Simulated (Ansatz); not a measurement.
Geometry optimisation, Ansatz, RHF/def2-SVP.

The input (input.yaml):

```yaml
crystal:
  periodic: [false, false, false]
  atoms:
    - { symbol: Ge, position_ang: [0.386291, -0.543217, -0.445913] }
    - { symbol: O, position_ang: [-0.939229, -0.718774, 2.216656] }
    - { symbol: H, position_ang: [-1.220318, 0.051723, 2.690474] }
    - { symbol: H, position_ang: [0.948876, -0.522013, -1.87223] }
    - { symbol: H, position_ang: [0.415603, 0.881492, 0.132338] }
    - { symbol: O, position_ang: [-1.270205, -1.121008, -0.607188] }
    - { symbol: H, position_ang: [-1.698543, -1.192334, 0.233781] }
    - { symbol: P, position_ang: [1.598611, -1.953602, 0.902521] }
    - { symbol: H, position_ang: [0.754634, -3.067685, 0.702305] }
    - { symbol: H, position_ang: [2.574824, -2.335698, -0.038832] }
    - { symbol: H, position_ang: [-0.121843, -1.014084, 2.647787] }
basis:
  gaussian: { orbitals: def2-SVP }
hamiltonian:
  xc: hf
relax:
  f_tol: 0.03
  max_steps: 50
```

Run as:

```bash
$ ansatz run input.yaml --threads 2 --pin off --max-ram 3072MiB --backend cpu --events-out ev --progress --plain --runs-dir out
```

Where does it end, and by what steps?

The run converged. After 15 steps the energy has fallen by 0.178 eV; H9 moved furthest, 0.98 Å.

```
step  energy less start (eV)  largest force component (eV/Å)  accepted
   0                  0.0000                           1.140       yes
   1                 -0.0750                           1.001       yes
   2                 -0.0769                           1.120       yes
   3                 -0.1008                           0.318       yes
   4                 -0.1147                           0.409       yes
   5                 -0.1453                           0.126       yes
   6                 -0.1528                           0.280       yes
   7                 -0.1597                           0.200       yes
   8                 -0.1727                           0.173       yes
   9                 -0.1733                           0.170       yes
  10                 -0.1739                           0.204       yes
  11                 -0.1749                           0.164       yes
  12                 -0.1762                           0.135       yes
  13                 -0.1769                           0.070       yes
  14                 -0.1768                           0.240        no
  15                 -0.1782                           0.023       yes
```

```xyz
11
Properties=species:S:1:pos:R:3
Ge 0.391 -0.689 -0.648
O -1.312 -0.597 2.497
H -1.293 0.128 3.104
H 0.643 -0.989 -2.125
H 0.867 0.729 -0.295
O -1.337 -0.861 -0.402
H -1.618 -0.730 0.496
P 1.514 -2.166 0.788
H 1.385 -3.327 -0.004
H 2.823 -1.836 0.371
H -0.634 -1.196 2.780
```

Whether the end is a true minimum wasn't checked by a vibrational analysis.

The run took 29 s on 2 threads of Arm Neoverse V1, on a shared host, peak memory 0.25 GiB.
